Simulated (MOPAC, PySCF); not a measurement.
[Ti(Cl)2(NH2)2], neutral singlet in the gas phase. 

Cartesian coordinates (Å):
```xyz
9

Ti     0.0848     0.0773    -0.1215
Cl     0.2318    -0.7814    -2.1591
Cl     1.2549     1.9415     0.1360
N     -1.6865     0.3874     0.3000
H     -2.4740    -0.0751    -0.1549
H     -2.0105     1.1583     0.8847
N      0.6675    -1.1802     1.1108
H      0.1295    -1.6099     1.8600
H      1.6244    -1.5366     1.1076
```
Charge 0, spin multiplicity 1.

All levels are single points at this geometry (r2SCAN-D4/def2-SVP); Pople sets use spherical d functions. Orbital energies aren't observables, and empty levels follow the basis.

PBE/6-31G* (LANL2DZ on Ti) in PySCF gives gap (eV) = 3.13.

**Question.** Estimate the gap (eV) from each of these levels: PBE-D3(BJ)/def2-TZVP in PySCF; TPSSh-D3(BJ)/def2-TZVP in PySCF; B3LYP/3-21G in PySCF; B3LYP/6-31G* (LANL2DZ on Ti) in PySCF; BP86/6-31G* (LANL2DZ on Ti) in PySCF; M06-2X/6-31G* (LANL2DZ on Ti) in PySCF; SVWN5/6-31G* (LANL2DZ on Ti) in PySCF; PM7 in MOPAC.

**Answer.** 
```tsv
level	gap (eV)
PBE-D3(BJ)/def2-TZVP in PySCF	3.26
TPSSh-D3(BJ)/def2-TZVP in PySCF	4.29
B3LYP/3-21G in PySCF	5.03
B3LYP/6-31G* (LANL2DZ on Ti) in PySCF	4.86
BP86/6-31G* (LANL2DZ on Ti) in PySCF	3.13
M06-2X/6-31G* (LANL2DZ on Ti) in PySCF	7.48
SVWN5/6-31G* (LANL2DZ on Ti) in PySCF	3.14
PM7 in MOPAC	8.78
```
